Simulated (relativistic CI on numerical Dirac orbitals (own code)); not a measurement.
## What each ingredient does to the levels of Nd⁵⁶⁺

Base calculation: Dirac-Coulomb-Breit CI, orbitals from a KLI potential per configuration, model QED, unscaled Slater integrals.

Configuration list (outside the closed core 1s2): 2s2, 2s.2p, 2p2, 2p.3s, 2p.3p, 2s.3s, 2s.3p, 2s.3d, 2s.4s, 2s.4p, 2s.4d, 2s.4f, 2s.5s, 3s2, 2s.5p, 2s.5d, 2s.5f, 2s.5g, 3s.3p, 3p2. Levels of other configurations are missing.

Variants: (1) one mean potential for all configurations. Shifts of the energy above 2s2 1S_0, in eV, for the lowest level and the first level of each name with at least 55 % of one term (blank where a level changes its place among those of its configuration and J or its character, or is not in the variant):

| Level | Base | Δ(1) |
| --- | --- | --- |
| 2s2 1S_0 | 0.00 | 0.00 |
| 2s.2p 3P°_0 | 122.07 | +0.08 |
| 2s.2p 3P°_1 | 148.85 | +0.07 |
| 2p2 3P_0 | 351.44 | +0.36 |
| 2s.2p 3P°_2 | 701.50 | +0.08 |
| 2s.2p 1P°_1 | 773.43 | +0.07 |
| 2p2 3P_1 | 897.49 | +0.30 |
| 2p2 1D_2 | 914.39 | +0.30 |
| 2p2 3P_2 | 1486.92 | +0.23 |
| 2p2 1S_0 | 1541.31 | +0.23 |
| 2s.3s 3S_1 | 6829.86 | -0.08 |
| 2s.3s 1S_0 | 6854.81 | -0.06 |
| 2s.3p 3P°_0 | 6888.98 | -0.06 |
| 2s.3p 3P°_1 | 6889.87 | -0.07 |
| 2p.3s 3P°_1 | 6983.32 | -0.03 |
| 2p.3s 3P°_0 | 6984.30 | -0.01 |
| 2p.3p 3D_1 | 7019.19 | +0.02 |
| 2s.3p 3P°_2 | 7059.54 | -0.07 |
| 2p.3p 3P_0 | 7060.21 | +0.26 |
| 2s.3p 1P°_1 | 7068.29 | -0.05 |
| 2s.3d 3D_1 | 7088.35 | -0.12 |
| 2s.3d 3D_2 | 7091.45 | -0.11 |

At this charge energies of transitions that change n are usually good to better than 1 %, and those within a shell (Δn = 0) to a few per cent.

Ionisation energy from the two ground configurations alone: base 12081 eV. The NIST ASD value (theoretical) is 12082 eV.

LS names give the leading component of a level, which can be under half, so a name can repeat, a term be missing and a line seem to break the LS rules.
